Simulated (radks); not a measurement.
Results of a calculation; reference values are marked as such.
Task: Sn19+, 31 electrons, occupied as [Ar] 3d10 4s2 4p1. Level of theory: Dirac Kohn-Sham, OLYP, spin-unpolarised, spherical densities, finite nucleus; open shells fill j = l - 1/2 first; Fermi nuclear charge, rms radius 4.6519 fm (a radial shooting solver on a logarithmic mesh with Libxc functionals). Some entries of the table are withheld. Estimate them.

orbital  occ.  eigenvalue (Ry)  <r^2> (bohr^2)  <r> (bohr)
1s1/2       2        -2170.101        0.001143     0.02906
2s1/2       2        -360.5055         0.01846      0.1250
2p1/2       2        -339.4970         0.01372         (1)
2p3/2       4        -322.5064         0.01501         (2)
3s1/2       2              (3)          0.1284      0.3352
3p1/2       2        -90.39828          0.1227      0.3252
3p3/2       4        -87.20464          0.1306      0.3358
3d3/2       4              (4)          0.1099      0.3051
3d5/2       6              (5)          0.1122      0.3084
4s1/2       2        -41.67205          0.5833      0.7210
4p1/2       1              (6)          0.6079         (7)
4p3/2       0              (8)          0.6354         (9)
4d3/2       0        -32.32131            (10)      0.7708
4d5/2       0        -32.15263            (11)      0.7756
5s1/2       0        -23.31077           1.827       1.281

Result: 
(1) 2p1/2 <r> (bohr): 0.1057
(2) 2p3/2 <r> (bohr): 0.1110
(3) 3s1/2 eigenvalue (Ry): -98.92245
(4) 3d3/2 eigenvalue (Ry): -72.27403
(5) 3d5/2 eigenvalue (Ry): -71.60191
(6) 4p1/2 eigenvalue (Ry): -38.47262
(7) 4p1/2 <r> (bohr): 0.7338
(8) 4p3/2 eigenvalue (Ry): -37.62760
(9) 4p3/2 <r> (bohr): 0.7504
(10) 4d3/2 <r^2> (bohr^2): 0.6785
(11) 4d5/2 <r^2> (bohr^2): 0.6867
